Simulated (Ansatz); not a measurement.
A nudged elastic band was laid between two geometries of Cl + ClF5W (8 atoms, charge 0, multiplicity 2).

Theory: Ansatz, UKS PBE/def2-SVP.

```yaml
movable_images: 9
climbing_image: yes
spring: 5.0 eV/Å²
optimiser: quadratic models (default)
start_path: through a guess of the saddle point
force_threshold: 0.05 eV/Å
iteration_limit: 36
end_points: relaxed
```

Image 0:

```xyz
8
Properties=species:S:1:pos:R:3
W 0.000 0.000 0.032
Cl 0.000 0.000 2.338
F 1.863 0.000 -0.002
F 0.000 1.863 -0.002
F -1.863 0.000 -0.002
F 0.000 -1.863 -0.002
F 0.000 0.000 -1.835
Cl 0.000 0.000 5.243
```

Image 10:

```xyz
8
Properties=species:S:1:pos:R:3
W 0.090 0.090 0.204
Cl 0.713 0.715 2.369
F 1.887 0.035 -0.289
F 0.034 1.887 -0.290
F -1.705 0.164 0.678
F 0.164 -1.705 0.679
F -0.386 -0.387 -1.533
Cl -0.797 -0.799 3.952
```

Q: What changes between the two ends?

A: No bond is made or broken.

Q: Give the energies along the band, and the barrier.

A: The run converged. The highest image is number 0 of 0 to 10, 0.0 kJ/mol above the first end and 17.6 kJ/mol above the last; the last end lies 17.6 kJ/mol below the first. The highest image is an end point: on this band no image between the ends rises above it.

```json
{"image": "0", "path coordinate (Å)": "0.00", "energy (kJ/mol)": "0.0"}
{"image": "1", "path coordinate (Å)": "0.02", "energy (kJ/mol)": "0.0"}
{"image": "2", "path coordinate (Å)": "0.29", "energy (kJ/mol)": "-0.5"}
{"image": "3", "path coordinate (Å)": "0.56", "energy (kJ/mol)": "-1.7"}
{"image": "4", "path coordinate (Å)": "0.83", "energy (kJ/mol)": "-3.6"}
{"image": "5", "path coordinate (Å)": "1.10", "energy (kJ/mol)": "-6.1"}
{"image": "6", "path coordinate (Å)": "1.37", "energy (kJ/mol)": "-9.0"}
{"image": "7", "path coordinate (Å)": "1.64", "energy (kJ/mol)": "-12.1"}
{"image": "8", "path coordinate (Å)": "1.91", "energy (kJ/mol)": "-14.9"}
{"image": "9", "path coordinate (Å)": "2.18", "energy (kJ/mol)": "-16.8"}
{"image": "10", "path coordinate (Å)": "2.44", "energy (kJ/mol)": "-17.6"}
```

The run took 9.7 min on 4 threads of Arm Neoverse V2, with other jobs on the host, peak memory 0.44 GiB.
